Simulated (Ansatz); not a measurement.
The inner images of a band of ClH3Sn + FH + FH (9 atoms, charge 0, multiplicity 1) are given out of order.

These are results of RKS revPBE-D4/def2-SVP in Ansatz, not measurements.

Initial state:

```xyz
9
Properties=species:S:1:pos:R:3
Sn -0.993 -1.144 -0.061
Cl 1.454 -1.178 -0.150
H -1.271 -2.855 -0.003
H -1.416 -0.399 1.425
H -1.545 -0.477 -1.540
H 0.402 1.890 0.003
F -0.520 1.727 -0.206
H 1.938 0.740 0.197
F 1.950 1.696 0.334
```

Final state:

```xyz
9
Properties=species:S:1:pos:R:3
Sn -1.313 -0.690 -0.191
Cl 2.115 -1.023 0.728
H -0.635 -2.070 -0.952
H -1.095 -0.499 1.501
H -2.924 -0.340 -0.712
H 0.755 1.579 -0.282
F -0.352 0.888 -1.025
H 1.980 0.299 0.611
F 1.469 1.857 0.322
```

Q: Put them in order from the first end to the last, with their energies above the first end.
A.
```xyz
9
Properties=species:S:1:pos:R:3
Sn -1.055 -0.985 -0.007
Cl 1.442 -1.002 0.399
H -0.897 -2.603 -0.596
H -1.500 -0.769 1.643
H -2.164 -0.185 -1.070
H 0.593 1.631 -0.356
F -0.294 1.335 -0.665
H 1.949 0.802 0.408
F 1.927 1.776 0.244
```
B.
```xyz
9
Properties=species:S:1:pos:R:3
Sn -1.045 -1.111 -0.011
Cl 1.416 -1.081 0.089
H -1.131 -2.818 -0.286
H -1.506 -0.652 1.582
H -1.828 -0.292 -1.298
H 0.517 1.803 -0.230
F -0.383 1.568 -0.484
H 1.972 0.808 0.326
F 1.988 1.776 0.312
```
C.
```xyz
9
Properties=species:S:1:pos:R:3
Sn -1.226 -0.762 -0.113
Cl 1.762 -0.911 0.709
H -0.602 -2.183 -0.859
H -1.352 -0.719 1.602
H -2.684 -0.264 -0.891
H 0.828 1.577 -0.298
F -0.336 0.979 -0.752
H 1.903 0.442 0.490
F 1.707 1.840 0.111
```
D.
```xyz
9
Properties=species:S:1:pos:R:3
Sn -1.328 -0.726 -0.163
Cl 1.980 -0.978 0.787
H -0.585 -2.064 -0.938
H -1.269 -0.640 1.552
H -2.893 -0.361 -0.804
H 0.832 1.609 -0.296
F -0.386 0.938 -0.839
H 1.991 0.340 0.553
F 1.658 1.882 0.148
```
E.
```xyz
9
Properties=species:S:1:pos:R:3
Sn -1.104 -0.809 -0.064
Cl 1.588 -0.913 0.670
H -0.640 -2.285 -0.826
H -1.409 -0.735 1.629
H -2.484 -0.191 -0.930
H 0.715 1.491 -0.342
F -0.277 1.097 -0.738
H 1.859 0.626 0.453
F 1.751 1.719 0.148
```

A: B (+2.1 kcal/mol), A (+7.2 kcal/mol), E (+12.1 kcal/mol), C (+8.2 kcal/mol), D (+6.0 kcal/mol).

Time of the run: 93 s on 2 threads of Arm Neoverse V1, with other jobs on the host, peak memory 0.14 GiB.
